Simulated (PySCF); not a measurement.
**Dipole response of Te³⁺ (tellurium, charge +3)**

[Kr] 4d10 5s2 5p1, 2P determinant. Calculation: PySCF 2.14, in aug-cc-pVQZ-PP with ECP28MDF (7s7p5d3f2g, 92 functions); a scalar-relativistic core potential. Coupled (time-dependent) response in atomic units; α is the mean over directions.

```json
{"method": "r2SCANh", "mean α (bohr³)": "10.74", "α xx, yy, zz": "10.91, 10.39, 10.91", "C₆ (like pair)": "56.15", "S(−4)": "32.09"}
```

S(−4) is the Cauchy moment in α(ω) = α(0) + S(−4) ω² + …

Spin-orbit coupling is absent.

α(iu) at r2SCANh:

| u (hartree) | α(iu) (bohr³) |
| --- | --- |
| 0 | 10.74 |
| 0.0500 | 10.66 |
| 0.100 | 10.43 |
| 0.200 | 9.612 |
| 0.300 | 8.533 |
| 0.500 | 6.392 |
| 0.750 | 4.463 |
| 1.00 | 3.275 |
| 1.50 | 2.034 |
| 2.00 | 1.428 |
| 3.00 | 0.8421 |
| 5.00 | 0.3969 |

For an ion, C₆ is the dispersion term alone; charge-induced terms of lower order in 1/R come first.

The components differ because the open shell of this determinant is not spherical; for a pure term their mean is the scalar polarisability.

Energies and moments cover only the electrons outside the core potential.
